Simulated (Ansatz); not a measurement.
Consider the formal exchange of groups at the Se–C bond: `CC(=S)[SeH]` + `[Cl][GeH]([Cl])[Cl]` → `[Cl][Ge]([Cl])([Cl])[SeH]` + `CC=S`.

Isolated molecules relaxed with PBE0-D4/def2-TZVP in Ansatz; ΔE leaves out vibrations. CCSD(T)/CBS adds triple-zeta CCSD(T) − MP2 to the extrapolated MP2 energy (def2 sets, frozen cores). DFT in def2-TZVPP. For Ge, Se outer-core shells are correlated without core-valence functions, which leaves a few kJ/mol of doubt a bond. Scalar relativity is left out up to krypton. One conformer a species, not always the lowest.

**Question.** Is it downhill or uphill in electronic energy at CCSD(T)/CBS, and by how much? (An estimate is asked.)

**Answer.** Computed: Downhill: ΔE = -17.3 kcal/mol.

**Question.** What do these levels give: PBE-D4, PBE0-D4, r2SCAN, HF/def2-TZVPP, MP2/def2-QZVPP, SCS-MP2/def2-QZVPP? (An estimate is asked.)

**Answer.** Computed: PBE-D4 -15.2, PBE0-D4 -16.9, r2SCAN -15.4, HF/def2-TZVPP -20.4, MP2/def2-QZVPP -16.4, SCS-MP2/def2-QZVPP -16.7 kcal/mol.

Largest T1 diagnostic among the species: 0.016.

In def2-TZVPP, CCSD(T) changes the Hartree–Fock value by +3.2 kcal/mol (the triples alone add +0.8 kcal/mol) and MP2 by +4.0 kcal/mol. From PBE to PBE0 (25 % exact exchange), in def2-TZVPP and without D4, ΔE moves by −1.7 kcal/mol.
